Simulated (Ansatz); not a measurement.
A nudged elastic band was laid between two geometries of FGe₂H₅ (8 atoms, charge 0, multiplicity 1).

All numbers below come from Ansatz, RKS B3LYP/def2-SVP.

```
movable images  : 5
climbing image  : yes
spring          : 5.0 eV/Å²
optimiser       : quadratic models (default)
start path      : through a guess of the saddle point
force threshold : 0.5 eV/Å
iteration limit : 60
end points      : relaxed
```

Initial state:

```xyz
8
Properties=species:S:1:pos:R:3
Ge 0.233 0.079 0.192
H -0.136 -0.268 1.652
H 1.763 0.238 0.043
Ge -1.042 1.952 -0.724
H -2.551 1.668 -0.606
H -0.705 3.234 0.068
H -0.675 2.165 -2.205
F -0.195 -1.337 -0.758
```

Final state:

```xyz
8
Properties=species:S:1:pos:R:3
Ge -0.903 -0.330 0.645
H 1.635 -0.009 0.989
H 1.632 0.493 0.411
Ge -1.150 1.864 -0.658
H -2.585 1.893 -1.253
H -1.003 3.143 0.207
H -0.174 1.989 -1.855
F -0.761 -1.313 -0.825
```

**Question.** Which bonds break or form, and what moves?

**Answer.** Bonds broken: Ge1–H2, Ge1–H3. Bonds formed: H2–H3. FGe2H5 becomes FGe2H3 + H2.

**Question.** What energy profile does the band end with?

**Answer.** The forces met the threshold. The highest image is number 3 of 0 to 6, 211.5 kJ/mol above the first end and 97.5 kJ/mol above the last; the last end lies 114.1 kJ/mol above the first. The threshold of 0.5 eV/Å is loose, so the images may lie well off the minimum-energy path. Neighbouring images differ by up to 1.6 eV, so the band resolves the path poorly. The order of the stationary point at the top wasn't checked. The orbitals stay closed-shell, which can raise the energy where a bond breaks towards radicals; this wasn't checked here.

```tsv
image	path coordinate (Å)	energy (kJ/mol)	Ge1–H2 (Å)	Ge1–H3 (Å)	H2–H3 (Å)
0	0.00	0.0	1.55	1.55	2.54
1	0.77	3.0	1.54	1.54	2.51
2	1.53	60.3	1.52	1.54	2.16
3	2.30	211.5	1.56	1.74	1.48
4	2.81	150.6	1.79	1.95	0.90
5	3.32	117.4	2.26	2.38	0.77
6	3.83	114.1	2.58	2.68	0.77
```

**Question.** What is the geometry of the highest image?

**Answer.** 
```xyz
8
Properties=species:S:1:pos:R:3
Ge -0.383 -0.101 0.539
H 0.981 -0.207 1.283
H 1.149 0.552 0.025
Ge -1.045 1.939 -0.732
H -2.540 1.744 -1.064
H -0.889 3.123 0.244
H -0.239 2.146 -2.023
F -0.342 -1.464 -0.610
```

The band took 7 iterations and roughly 2.8 core-minutes.

Run time: 90 s on 2 threads of Arm Neoverse V2 (shared host), peak memory 0.24 GiB.
